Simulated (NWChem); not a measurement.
## Total energies of B$_{2}$

```xyz
2

B      0.0000     0.0000     0.8128
B      0.0000     0.0000    -0.8128
```
Charge 0, spin multiplicity 3.

All runs are NWChem calculations. The geometry was optimised at UPBE0/def2-SVP, a minimum by its harmonic frequencies.

Basis set: cc-pVTZ (60 functions).

```
method      total energy (Ha)
----------  -----------------
UHF                 -49.09259
UMP2                -49.25264
UB2PLYP             -49.36846
UPBE                -49.34263
UB3LYP              -49.42325
UBHandHLYP          -49.38134
```

Total energies of different functionals aren't comparable as a measure of quality: only differences taken within one method are. 

The correlated methods keep 2 core orbitals frozen. B3LYP has NWChem's definition, with VWN1-RPA local correlation. This spin state was chosen for the runs; another may lie lower. The structure started from a generated list of species. The unpaired electrons of the parent sit in orbitals of symmetry b2u and b3u (D2h labels of the run); other states weren't searched. The stability of the SCF solutions was not checked. Open-shell Hartree-Fock references start from PBE0 orbitals.
